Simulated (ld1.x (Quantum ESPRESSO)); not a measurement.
**nickel: one change to a TM potential, before and after**

```json
{
  "Element": "nickel",
  "Generator": "ld1.x (Quantum ESPRESSO) 7.5",
  "Type": "norm-conserving Troullier–Martins (Kleinman–Bylander form)",
  "Functional": "PBE",
  "Relativity": "scalar-relativistic",
  "Frozen core": "[Ar]",
  "Valence charge": "10",
  "Reference configuration": "3d8 4s0 4p0 (charge +2)",
  "Partial waves": "4s (bound, empty): rc 2.25 bohr; 4p (bound, empty): rc 1.90 bohr; 3d (bound): rc 1.40 bohr",
  "Local potential": "all-electron potential smoothed inside 1.60 bohr (lloc = -1)",
  "Core correction": "none"
}
```

Change: core correction a·sin(br)/r model core inside 0.56 bohr.

Cutoffs: the cutoffs (Ry, on a coarse ladder) from which the occupation-weighted sum of valence levels, in a spherical-Bessel basis at the reference potential, stays within 10 and 1 mRy of its value at 400 Ry; they do not see the model core or the augmentation charge, which bear on the density cutoff. Errors are all-electron minus pseudo energies relative to the spin-unpolarised reference configuration.

**Question.** Predict the effect on cutoff, ghosts and configuration errors.

**Answer.** The potential gets neither clearly harder nor softer (140 Ry and 230 Ry → 140 Ry and 230 Ry); both files keep a bound ghost (s); of the 6 tests that both files solve, the error grows in 3 and shrinks in 3 by more than 15 % and 0.3 meV (median size 136.2 → 133.7 meV). A model core, the more so a compact one, raises the density cutoff, which this test does not measure.

| quantity | base | changed |
| --- | --- | --- |
| cutoff, loose | 140 Ry | 140 Ry |
| cutoff, tight | 230 Ry | 230 Ry |
| bound ghosts | s | s |
| tests counted (converged, no solver errors) | 6 of 7 | 6 of 7 |
| error for 3d8 4s2 4p0, meV [ΔE -26.67 eV] | +156 | -8.4 |
| error for 3d8 4s1 4p0, meV [ΔE -17.35 eV] | +58 | -6.1 |
| error for 3d7 4s0 4p0, meV [ΔE 37.47 eV] | -153 | -259 |
| error for 3d7 4s2 4p1, meV [ΔE -16.13 eV] | -119 | -357 |
| error for 3d6 4s0 4p0, meV [ΔE 95.02 eV] | -793 | -1296 |
| error for 3d8 4s1 4p1, meV [ΔE -22.08 eV] | +102 | -4.4 |
| s: phases at 2.46 bohr within 0.05 rad from the reference energy up to (Ry; the scan ends near 5) | -0.9 | -0.9 |
| p: phases at 2.46 bohr within 0.05 rad from the reference energy up to (Ry; the scan ends near 5) | 0.9 | 0.9 |
| d: phases at 2.46 bohr within 0.05 rad from the reference energy up to (Ry; the scan ends near 5) | -0.0 | -0.0 |

Base: Tests not counted: 3d9 4s1 4p0 (solver errors, printed error +2.8 eV). These tests converged, but a pseudo level misses the all-electron one widely, so the file describes the atom poorly there or has found another state: 3d6 4s0 4p0: empty 4s by 9.3 eV (a node warning on the way). Changed file: Tests not counted: 3d9 4s1 4p0 (solver errors, printed error -1031 eV). These tests converged, but a pseudo level misses the all-electron one widely, so the file describes the atom poorly there or has found another state: 3d6 4s0 4p0: empty 4s by 9.8 eV (a node warning on the way). A true bound ghost makes a file unfit for plane-wave use even where its test errors are small: the radial tests pick states by their node count and pass the ghost by. Where a test does run into it, the solver fails or the error is huge.
